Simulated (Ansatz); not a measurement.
Stepwise reaction of `F[SiH](Cl)[SiH2]Cl` with hydrogen, as a gas-phase model of exchange steps in deposition or etching. ΔE in kJ/mol.

Computed with Ansatz on PBE0-D4/def2-TZVP structures; ΔE is electronic, products minus reactants. CCSD(T)/CBS adds triple-zeta CCSD(T) − MP2 to the extrapolated MP2 energy (def2 sets, frozen cores). This one scheme is used for every species. Functionals use def2-TZVPP. B3LYP here is the variant with VWN-RPA as its local correlation; programs differ in this. One conformer a species, not always the lowest.

```tsv
step	reaction	PBE-D4	B3LYP-D4	ωB97M-V	CCSD(T)/CBS
1	`F[SiH](Cl)[SiH2]Cl` + H₂ → `F[SiH2][SiH2]Cl` + HCl	87.5	85.8	86.7	85.3
2	`F[SiH2][SiH2]Cl` + H₂ → `F[SiH2][SiH3]` + HCl	68.8	69.2	69.8	69.9
```

Q: By hand: ΔE of the 2 steps together at CCSD(T)/CBS.

A: (85.3) + (69.9) = 155.2 kJ/mol, or 77.6 kJ/mol a step.

In ΔE each step is lower than the one before. All are uphill at CCSD(T)/CBS. PBE-D4 differs from CCSD(T)/CBS by -1.1 to 2.2 kJ/mol a step. Only this route is followed, and other bonds may react first. Isolated molecules leave out the surface, adducts and barriers. Largest T1 diagnostic: 0.012.
